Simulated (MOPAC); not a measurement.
MOPAC input (PM6):

```
PM6 PRECISE GNORM=0.05 LET XYZ UHF MS=0.5 GEO-OK AUX(PRECISION=9) THREADS=1
H4FSi2

F     1.56595000 1   -0.93385500 1    0.43049400 1
Si    0.81184100 1    0.25041900 1   -0.37415200 1
Si   -1.49693200 1    0.19866500 1    0.06642200 1
H     1.47057200 1    1.52453300 1    0.03285500 1
H    -1.80922100 1    0.32584600 1    1.51231600 1
H    -2.09821900 1    1.33742000 1   -0.66887800 1
H    -2.06540400 1   -1.07028400 1   -0.44250400 1
```

Output:

```
 *******************************************************************************
 **                                                                           **
 **                              MOPAC v23.2.5                                **
 **                                                                           **
 *******************************************************************************
 ** MOPAC's Digital Object Identifier: https://doi.org/10.5281/zenodo.6511958 **
 **                                                                           **
 ** Please cite the open-source release paper for use of this MOPAC version:  **
 ** J. E. Moussa and J. J. P. Stewart (2026)                                  **
 ** MOPAC: An open-source semiempirical molecular orbital program             **
 ** J. Open Source Softw., 11(119), 8025, https://doi.org/10.21105/joss.08025 **
 *******************************************************************************

                              PM6 CALCULATION RESULTS

 *******************************************************************************
 *  PM6        - The PM6 Hamiltonian to be used
 *  GEO-OK     - OVERRIDE INTERATOMIC DISTANCE AND OTHER SAFETY CHECKS
 *  UHF        - UNRESTRICTED HARTREE-FOCK CALCULATION
 *  MS=        - IN MECI, MAGNETIC COMPONENT OF SPIN =  0.5
 *  LET        - OVERRIDE SOME SAFETY CHECKS
 *  PRECISE    - TIGHTER CRITERIA TO BE USED
 *  XYZ        - CARTESIAN COORDINATE SYSTEM TO BE USED
 *  GNORM      - EXIT WHEN GRADIENT NORM DROPS BELOW 0.050
 *  AUX        - OUTPUT AUXILIARY INFORMATION
 *******************************************************************************
PM6 PRECISE GNORM=0.05 LET XYZ UHF MS=0.5 GEO-OK AUX(PRECISION=9) THREADS=1
 H4FSi2

   ATOM   CHEMICAL          X               Y               Z
  NUMBER   SYMBOL      (ANGSTROMS)     (ANGSTROMS)     (ANGSTROMS)

     1       F          1.56595000  *  -0.93385500  *   0.43049400  *
     2      Si          0.81184100  *   0.25041900  *  -0.37415200  *
     3      Si         -1.49693200  *   0.19866500  *   0.06642200  *
     4       H          1.47057200  *   1.52453300  *   0.03285500  *
     5       H         -1.80922100  *   0.32584600  *   1.51231600  *
     6       H         -2.09821900  *   1.33742000  *  -0.66887800  *
     7       H         -2.06540400  *  -1.07028400  *  -0.44250400  *

          CARTESIAN COORDINATES

    NO.       ATOM           X           Y           Z

     1         F          1.5659     -0.9339      0.4305
     2        Si          0.8118      0.2504     -0.3742
     3        Si         -1.4969      0.1987      0.0664
     4         H          1.4706      1.5245      0.0329
     5         H         -1.8092      0.3258      1.5123
     6         H         -2.0982      1.3374     -0.6689
     7         H         -2.0654     -1.0703     -0.4425

 General Reference for PM6:
 "Optimization of Parameters for Semiempirical Methods V: Modification of NDDO Approximations
 and Application to 70 Elements", J. J. P. Stewart, J. Mol. Mod., 13, 1173-1213 (2007)
 URL: https://link.springer.com/article/10.1007/s00894-007-0233-4

           Empirical Formula: H4 F Si2  =     7 atoms

      MOLECULAR POINT GROUP   :   C1

          UHF CALCULATION, NO. OF ALPHA ELECTRONS =   10
                           NO. OF BETA  ELECTRONS =    9

          Geometry optimization using EF

          DIAGONAL MATRIX USED AS START HESSIAN

 CYCLE:     1  GRAD.:    58.988 HEAT: -36.12070
 CYCLE:     2  GRAD.:    60.684 HEAT: -39.08039
 CYCLE:     3  GRAD.:    35.874 HEAT: -41.74585
 CYCLE:     4  GRAD.:    76.017 HEAT: -39.91601
 CYCLE:     5  GRAD.:    18.318 HEAT: -43.35759
 CYCLE:     6  GRAD.:    25.601 HEAT: -43.71385
 CYCLE:     7  GRAD.:    15.220 HEAT: -44.92285
 CYCLE:     8  GRAD.:    30.933 HEAT: -46.23328
 CYCLE:     9  GRAD.:    23.453 HEAT: -47.54293
 CYCLE:    10  GRAD.:    18.396 HEAT: -49.03860
 CYCLE:    11  GRAD.:    38.140 HEAT: -49.58903
 CYCLE:    12  GRAD.:    14.414 HEAT: -50.34734
 CYCLE:    13  GRAD.:    10.243 HEAT: -50.66649
 CYCLE:    14  GRAD.:    15.113 HEAT: -50.68559
 CYCLE:    15  GRAD.:     8.508 HEAT: -51.01874
 CYCLE:    16  GRAD.:     5.984 HEAT: -51.10507
 CYCLE:    17  GRAD.:     4.241 HEAT: -51.15790
 CYCLE:    18  GRAD.:     3.222 HEAT: -51.23127
 CYCLE:    19  GRAD.:     2.495 HEAT: -51.30189
 CYCLE:    20  GRAD.:     2.154 HEAT: -51.33472
 CYCLE:    21  GRAD.:     2.008 HEAT: -51.36476
 CYCLE:    22  GRAD.:     2.057 HEAT: -51.39361
 CYCLE:    23  GRAD.:     2.421 HEAT: -51.42338
 CYCLE:    24  GRAD.:     2.975 HEAT: -51.45933
 CYCLE:    25  GRAD.:     4.321 HEAT: -51.51755
 CYCLE:    26  GRAD.:    11.250 HEAT: -51.59030
 CYCLE:    27  GRAD.:     7.263 HEAT: -51.69764
 CYCLE:    28  GRAD.:     5.320 HEAT: -51.84533
 CYCLE:    29  GRAD.:    34.056 HEAT: -50.69835
 CYCLE:    30  GRAD.:     5.761 HEAT: -52.07131
 CYCLE:    31  GRAD.:     3.173 HEAT: -52.12603
 CYCLE:    32  GRAD.:     2.601 HEAT: -52.16134
 CYCLE:    33  GRAD.:     2.711 HEAT: -52.18914
 CYCLE:    34  GRAD.:     2.201 HEAT: -52.19841
 CYCLE:    35  GRAD.:     0.892 HEAT: -52.20287
 CYCLE:    36  GRAD.:     0.463 HEAT: -52.20393
 CYCLE:    37  GRAD.:     0.213 HEAT: -52.20462
 CYCLE:    38  GRAD.:     0.188 HEAT: -52.20481
 CYCLE:    39  GRAD.:     0.128 HEAT: -52.20485
 CYCLE:    40  GRAD.:     0.086 HEAT: -52.20489
 CYCLE:    41  GRAD.:     0.056 HEAT: -52.20491
 CYCLE:    42  GRAD.:     0.035 HEAT: -52.20492

     GRADIENT =  0.03524 IS LESS THAN CUTOFF =  0.05000

 -------------------------------------------------------------------------------
 PM6 PRECISE GNORM=0.05 LET XYZ UHF MS=0.5 GEO-OK AUX(PRECISION=9) THREADS=1
 H4FSi2

     GEOMETRY OPTIMISED USING EIGENVECTOR FOLLOWING (EF).
     SCF FIELD WAS ACHIEVED

                              PM6 CALCULATION
                                                       MOPAC v23.2.5 Linux

          FINAL HEAT OF FORMATION =        -52.20492 KCAL/MOL =    -218.42540 KJ/MOL

          COSMO AREA              =        113.08 SQUARE ANGSTROMS
          COSMO VOLUME            =        104.46 CUBIC ANGSTROMS

          GRADIENT NORM           =          0.03524          =       0.01332 PER ATOM
          IONIZATION POTENTIAL    =          6.869201 EV
          ALPHA SOMO LUMO (EV)    =         -6.869 -0.417
          BETA  SOMO LUMO (EV)    =         -9.023 -1.308
          NO. OF ALPHA ELECTRONS  =         10
          NO. OF BETA  ELECTRONS  =          9
          MOLECULAR WEIGHT        =         79.2010         POINT GROUP:  C1

          MOLECULAR DIMENSIONS (Angstroms)

            Atom       Atom       Distance
            H     5    F     1     4.53101
            H     7    H     4     3.78090
            H     6    F     1     1.72293

          SCF CALCULATIONS        =         43

   ATOM   CHEMICAL          X               Y               Z
  NUMBER   SYMBOL      (ANGSTROMS)     (ANGSTROMS)     (ANGSTROMS)

     1       F          1.72020568  *  -0.82279824  *  -0.03093569  *
     2      Si          0.49746661  *   0.16398947  *   0.03239791  *
     3      Si         -1.36239122  *   0.13387060  *   0.18611234  *
     4       H          0.96024834  *   1.57093296  *   0.23036190  *
     5       H         -2.30042737  *   1.06475652  *   0.86442186  *
     6       H         -0.72762206  *   0.83298706  *  -1.13813554  *
     7       H         -2.15488787  *  -1.03504991  *  -0.29741497  *

                             CARTESIAN COORDINATES

   1    F        1.720205676    -0.822798237    -0.030935692
   2   Si        0.497466605     0.163989473     0.032397912
   3   Si       -1.362391219     0.133870596     0.186112343
   4    H        0.960248337     1.570932956     0.230361896
   5    H       -2.300427373     1.064756524     0.864421856
   6    H       -0.727622063     0.832987058    -1.138135541
   7    H       -2.154887867    -1.035049911    -0.297414969

           Empirical Formula: H4 F Si2  =     7 atoms

      MOLECULAR POINT GROUP   :   C1

          ALPHA EIGENVALUES
 -40.32896 -21.63929 -16.73550 -15.52188 -15.40851 -14.12222 -11.97110 -11.35801
  -9.18241  -6.86920  -0.41746  -0.10085   0.05217   0.38112   0.70085   0.96608
   1.40288   1.52166   2.06641   2.52108   2.82348   3.19771   3.82839   4.09264
   4.59196   4.84025

           BETA EIGENVALUES
 -40.30789 -21.42329 -16.66572 -15.52169 -15.40909 -14.04244 -11.74091 -11.31665
  -9.02251  -1.30771  -0.26882  -0.00158   0.20908   0.46942   0.80665   1.07772
   1.59481   1.67746   2.35651   2.71193   2.86784   3.25575   3.93146   4.20037
   4.66022   4.78966

              NET ATOMIC CHARGES AND DIPOLE CONTRIBUTIONS

  ATOM NO.   TYPE          CHARGE      No. of ELECS.   s-Pop       p-Pop       d-Pop
    1          F          -0.338995        7.3390     1.92949     5.40951
    2         Si           0.254546        3.7455     1.23820     1.52559     0.98166
    3         Si           0.217970        3.7820     1.19091     1.90304     0.68808
    4          H          -0.031163        1.0312     1.03116
    5          H          -0.044236        1.0442     1.04424
    6          H          -0.002059        1.0021     1.00206
    7          H          -0.056062        1.0561     1.05606
 DIPOLE           X         Y         Z       TOTAL
 POINT-CHG.    -2.687     1.489     0.158     3.076
 HYBRID         1.051    -0.563    -0.540     1.309
 SUM           -1.636     0.926    -0.382     1.918

          ATOMIC ORBITAL ELECTRON POPULATIONS

     Atom    s        px        py        pz      x^2-y^2     xz        z^2       yz        xy
    1  F   1.92949   1.76167   1.79436   1.85348
    2 Si   1.23820   0.43711   0.66055   0.42792   0.24316   0.24199   0.08734   0.05182   0.35735
    3 Si   1.19091   0.68521   0.68229   0.53554   0.06195   0.18951   0.05648   0.09885   0.28129
    4  H   1.03116
    5  H   1.04424
    6  H   1.00206
    7  H   1.05606

                    (SZ)    =    0.500000
                    (S**2)  =    0.754016

          ATOMIC ORBITAL SPIN POPULATIONS

    Atom   Total    s     px     py     pz   x^2-y^2  xz     z^2    yz     xy
         Atomic
    1  F  0.0078  0.002  0.006 -0.001  0.000
    2 Si  0.6315  0.108  0.028  0.120  0.149  0.004  0.078  0.016  0.000  0.129
    3 Si  0.3053  0.033  0.021  0.033  0.021 -0.001  0.082  0.002  0.018  0.097
    4  H -0.0068 -0.007
    5  H  0.0710  0.071
    6  H -0.0100 -0.010
    7  H  0.0012  0.001

 **********************
 *                    *
 * JOB ENDED NORMALLY *
 *                    *
 **********************

 == MOPAC DONE ==
```

The geometry given is a B3LYP-D3(BJ)/def2-TZVP minimum.
